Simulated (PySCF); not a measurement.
A run for PySCF: R-B3LYP/6-31G* on C2H5NO (a complex), monomers drawn apart or pushed together.

```python
from pyscf import gto, scf, dft, mp
from pyscf.data.elements import chemcore

mol = gto.M(
    atom='''
    C     0.07010140    0.08514312   -0.29363521
    O    -0.82491142   -0.33684418    0.73504302
    H     0.71436758   -0.73207132   -0.62933341
    H     0.69364046    0.86771405    0.13481247
    H    -0.47011255    0.49826948   -1.14963247
    H    -1.39137244   -1.03840352    0.39949525
    C    -0.11643754    0.33826508    3.92704753
    N     0.19731491    0.60943403    4.99661441
    H    -0.40606171    0.08286518    2.91969623
    ''',
    basis='6-31g*',
    cart=True,
    charge=0, spin=0, verbose=3, max_memory=1800)
mf = dft.RKS(mol, xc='b3lyp')
mf.conv_tol = 1e-8
mf.max_cycle = 100
mf.kernel()
if not mf.converged:
    mf = mf.newton().run(mf.mo_coeff, mf.mo_occ)
```

**Question.** What total energy does the run end on?

**Answer.** -209.1465 hartree.
